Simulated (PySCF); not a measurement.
Input of a run (PBE0-D3(BJ)/def2-SVP geometry optimisation, gas phase, def2 core potentials past Kr (PySCF 2.14.0)), started from GFN2-xTB:
```
{"job": {"xc": "PBE0", "basis": "def2-SVP", "d3": "d3bj", "grid": 1, "maxiter": 30, "shake": 0.01, "kind": "geom"}, "charge": 0, "multiplicity": 1}
C     -2.630250     0.308140     0.281320
C     -1.687840    -0.568820     0.245640
O     -0.429180    -0.292180    -0.097880
Al     1.095760     0.222440    -0.685180
Bi     3.173850    -0.131650     0.884260
H     -3.653360     0.069070     0.562220
H     -2.454280     1.356550     0.007640
H     -1.840650    -1.598160     0.504850
H      1.080250     0.786180    -2.113990
H      3.524840    -1.306160    -0.401780
H      3.858980     1.128750    -0.162850
```

Output (energies in Eh, forces in Eh/bohr):
```
step   0  E = -611.63021019  max force = 0.050449
step   1  E = -611.63671847  max force = 0.008625
step   2  E = -611.63707154  max force = 0.001891
step   3  E = -611.63711422  max force = 0.001731
step   4  E = -611.63712688  max force = 0.003083
step   5  E = -611.63722225  max force = 0.001631
step   6  E = -611.63731930  max force = 0.001671
step   7  E = -611.63745303  max force = 0.002713
step   8  E = -611.63765514  max force = 0.003145
step   9  E = -611.63799054  max force = 0.002594
step  10  E = -611.63833828  max force = 0.002007
step  11  E = -611.63846456  max force = 0.001877
step  12  E = -611.63852583  max force = 0.000667
step  13  E = -611.63854746  max force = 0.001255
step  14  E = -611.63859616  max force = 0.001929
step  15  E = -611.63867551  max force = 0.002232
step  16  E = -611.63881333  max force = 0.001561
step  17  E = -611.63885226  max force = 0.000850
step  18  E = -611.63887373  max force = 0.000464
step  19  E = -611.63888259  max force = 0.000358
optimisation converged
```

Task: Summarise the run.

Result: The energy falls by 5.4 kcal/mol over 20 energy and gradient evaluations, the largest force component goes from 0.0504 to 3.6e-04 Eh/bohr, and the atoms move by 0.507 Å rms after alignment. The bond that changes most is Al4–Bi5 (ends: aluminium bonded to Bi, O and H; bismuth bonded to Al and 2 H), which lengthens by 0.087 Å. Bonds longer at the end by more than 0.005 Å: 8 of 10; shorter: 0. Among the angles that change most is C2–O3–Al4, from 172.1° to 139.7°. Among the dihedrals that turn most is H9–Al4–Bi5–H10, from -66° to -114°. The energy never rose by more than 1e-6 Eh on the way. The first step brought 75 % of the lowering.

Task: What are the final bond lengths?

Result: C1=C2 1.336 Å, C2–O3 1.341 Å, O3–Al4 1.722 Å, Al4–Bi5 2.716 Å, C1–H6 1.091 Å, C1–H7 1.094 Å, C2–H8 1.098 Å, Al4–H9 1.589 Å, Bi5–H10 1.799 Å, Bi5–H11 1.798 Å. Numbering counts from 1 in the input's order; the species is `C=C[O][AlH][BiH2]`.

The run used 116 basis functions and 137 SCF cycles in all. The run took 1.9 min of wall time on one thread, Arm Neoverse V1 (aarch64), shared host with 32 logical CPUs at a one-minute load of 9.5, and the process peaked at 0.50 GiB of memory.

Stationary, but not proved a minimum. The numbers are those of one conformer.
